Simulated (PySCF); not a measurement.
Two species compared at the same levels of theory.

First species: C₆H₁₁F.
Cartesian coordinates in Å at the PBE0-D3(BJ)/def2-SVP level; atoms count from 1:
```xyz
18
C6H11F angstrom
C      2.2760   -0.7904   -0.0222
C      1.0744   -0.0172    0.5000
C      0.0422    0.2967   -0.5735
C     -1.2303    1.0029   -0.0448
C     -1.9509   -0.3600   -0.0150
C     -0.8736   -0.8846   -0.9590
F     -0.4121   -2.1525   -0.7150
H      2.9953   -1.0043    0.7832
H      2.8074   -0.2163   -0.7982
H      1.9642   -1.7475   -0.4640
H      1.4076    0.9401    0.9378
H      0.5967   -0.5749    1.3240
H      0.5414    0.7894   -1.4245
H     -1.1284    1.5341    0.9131
H     -1.6645    1.6948   -0.7810
H     -2.9995   -0.4162   -0.3421
H     -1.8581   -0.8491    0.9660
H     -1.1795   -0.8367   -2.0180
```

Second species: ZnMePh, C₇H₈Zn (singlet state).
Bonds: Zn1–C2, Zn1–C6, C6–C7, C6–C11, C7–C8, C8–C9, C9–C10, C10–C11. Hydrogens: H3, H4, H5 on C2; H12 on C7; H13 on C8; H14 on C9; H15 on C10; H16 on C11.

Levels: PBE0/def2-SVPD for HOMO energy, LUMO energy, HOMO–LUMO gap and static isotropic polarisability; TDDFT PBE0/def2-SVPD for lowest singlet excitation. Geometries: PBE0-D3(BJ)/def2-SVP. Each species is one conformer at its optimised geometry, gas phase, non-relativistic unless stated. Electronic properties by PySCF.

Dipoles, sizes and rotational constants follow the conformer. The torsions of the flexible species, by atom-mapped SMILES:
- `[CH3:1][CH2:2][C@@H:3]1[CH2:4][CH2:5][C@@H:6]1[F:7]`: C1–C2–C3–C4 176°

Problem. Which has the higher HOMO energy?

Solution. The second: -7.14 eV against -8.41 eV, a difference of 1.27 eV.

Problem. Which has the higher static isotropic polarisability?

Solution. The second: 106.4 au against 71.0 au, a difference of 35.4 au.

Problem. Which has the higher S1 energy?

Solution. The first: 7.97 eV against 5.27 eV, a difference of 2.70 eV.

Problem. Which of the two has the higher HOMO–LUMO gap, and by how much?

Solution. The first: 9.16 eV against 6.48 eV, a difference of 2.68 eV.

Problem. Which has the higher LUMO energy?

Solution. The first: 0.75 eV against -0.66 eV, a difference of 1.41 eV.

On the first: The polarisability is 10.52 Å³ as a volume (1 au = 0.148185 Å³), or 1.27 au for each of the 56 electrons. The principal polarisabilities are 64.6, 68.8 and 79.7 au; their mean is the isotropic value.

On the second: The polarisability is 15.77 Å³ as a volume (1 au = 0.148185 Å³), or 1.33 au for each of the 80 electrons. The 15 singlets span 5.27 to 7.18 eV, and their oscillator strengths add up to 1.31.
